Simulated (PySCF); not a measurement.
SMILES OB(O)[SiH2]Cl, singlet (PBE0/def2-SVP optimised geometry):

```
9

Si    -1.101    -0.285     0.000
Cl    -1.600    -1.220     1.812
B      0.946    -0.285     0.000
O      1.733     0.210    -0.988
O      1.568    -0.823     1.071
H     -1.732     1.069     0.000
H     -1.733    -1.069    -1.104
H      1.258     0.585    -1.732
H      0.944    -1.156     1.729
```

Level of theory: PBE0/def2-TZVP run with PySCF.

Problem. What are the frontier orbital energies and the dipole moment?

Solution. HOMO-2 -9.68 eV, HOMO-1 -9.11 eV, HOMO -8.21 eV, LUMO -0.64 eV, LUMO+1 -0.54 eV; dipole moment 2.20 D.

On the same geometry PBE/def2-TZVP (PySCF 2.14.0) gives HOMO-2 -8.03 eV, HOMO-1 -7.70 eV, HOMO -6.87 eV, LUMO -1.48 eV, LUMO+1 -1.42 eV; dipole moment 2.01 D.

Meta-Löwdin charges at PBE0/def2-TZVP: Si1 0.47, Cl2 -0.32, B3 0.27, O4 -0.50, O5 -0.49, H6 -0.08, H7 -0.08, H8 0.36, H9 0.36.
